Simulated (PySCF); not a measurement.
**Electron correlation in Sn⁺ (tin, charge +1)**

[Kr] 4d10 5s2 5p1, 2P determinant. Computed with PySCF 2.14 in def2-QZVPPD with the def2 core potential (28 electrons), with a scalar-relativistic core potential. Frozen: 4s2 4p6 4d10; 3 electrons correlated.

MP2 pair energies summed by pair of shells (mhartree):

| pair | energy | share (%) |
| --- | --- | --- |
| 5s-5s | -19.37 | 55.9 |
| 5s-5p | -15.25 | 44.1 |

Total MP2 correlation energy: -34.62 mhartree.

Same-spin part -2.33 and opposite-spin part -32.29 mhartree; SCS-MP2 scales them by 1/3 and 6/5 to -39.52 mhartree.
